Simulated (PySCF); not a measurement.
Geometries of 2 isomers of C2H9NOSi2, from PBE0-D3(BJ)/def2-SVP geometry optimisation, gas phase (PySCF 2.14.0). One conformer each, no zero-point energy, no frequencies.

Question: Which isomer lies lower at this level?
A.
```xyz
15
angstrom
N      2.212    0.616    0.203
C      1.243   -0.335    0.193
O      1.412   -1.444    0.666
C     -0.080    0.063   -0.423
Si    -1.050   -1.531   -0.788
Si    -1.051    1.225    0.717
H      2.063    1.544   -0.164
H      3.104    0.387    0.620
H      0.068    0.618   -1.367
H     -0.218   -2.497   -1.559
H     -2.229   -1.143   -1.627
H     -1.568   -2.146    0.467
H     -2.423    1.439    0.168
H     -0.362    2.552    0.806
H     -1.141    0.635    2.084
```
B.
```xyz
15
angstrom
C      2.357   -0.216   -0.236
C      1.121   -1.043   -0.002
O      1.164   -2.247    0.179
N     -0.107   -0.407    0.005
Si    -1.393   -1.626    0.303
Si    -0.353    1.327   -0.241
H      3.236   -0.870   -0.201
H      2.312    0.283   -1.216
H      2.454    0.567    0.532
H     -2.654   -0.825    0.286
H     -1.248   -2.259    1.641
H     -1.454   -2.634   -0.789
H      0.168    1.751   -1.575
H     -1.816    1.580   -0.164
H      0.356    2.117    0.810
```

Answer: B. That is `CC(=O)N([SiH3])[SiH3]`, 17.0 kcal/mol below the other.

```tsv
SMILES	atoms numbered as above	E (Eh)	relative (kcal/mol)	relative (kJ/mol)	dipole (D)
CC(=O)N([SiH3])[SiH3]	[CH3:1][C:2](=[O:3])[N:4]([SiH3:5])[SiH3:6]	-789.82220	0.0	0.0	2.76
NC(=O)C([SiH3])[SiH3]	[NH2:1][C:2](=[O:3])[CH:4]([SiH3:5])[SiH3:6]	-789.79511	17.0	71.1	3.82
```

As drawn, the higher has an N–H bond and an Si–C bond, which the lower lacks.
